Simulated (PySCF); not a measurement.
**Co: ionisation energy**

Co [Ar] 3d7 4s2 (4F) → Co⁺ [Ar] 3d8 (3F), as a difference of total energies. Computed with PySCF 2.14 in aug-cc-pVDZ-DK, with scalar relativity by spin-free X2C-1e. Correlated levels: valence: [Ar] frozen. The calculations carry no spin-orbit coupling.

```json
{"method": "UHF", "ionisation energy (eV)": "8.276"}
{"method": "M06-L", "ionisation energy (eV)": "7.681"}
{"method": "PBE", "ionisation energy (eV)": "7.902"}
{"method": "MP2 (valence)", "ionisation energy (eV)": "7.527"}
{"method": "SCS-MP2 (valence)", "ionisation energy (eV)": "7.601"}
```

Errors of the correlated levels include the incompleteness of this basis and the frozen core.

MP2 underrates the near-degeneracy of ns² with np² in the lower species.

**Question.** Which method comes closest to the reference value, and which is furthest?

**Answer.** The reference is 7.869 eV (measured; NIST levels, between the centres of gravity of the two terms). Closest: PBE (error 0.033 eV); furthest: UHF (error 0.407 eV).
